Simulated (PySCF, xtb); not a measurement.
H₆PSi, SMILES [SiH3][PH3+], charge +1.

GFN2-xTB (xtb) at its own geometry gives an orbital gap of 5.61 eV.

Coordinates come from a PBE0-D3(BJ)/def2-TZVP optimisation. The isomer is the one that the SMILES or the coordinates give; other isomers of the formula were not compared.

### Question
What does M06-2X/def2-TZVPD in PySCF give? (An estimate is asked for; the answer gives what the named calculation found.)

### Answer
gap 11.88 eV (levels -16.64 and -4.76 eV).
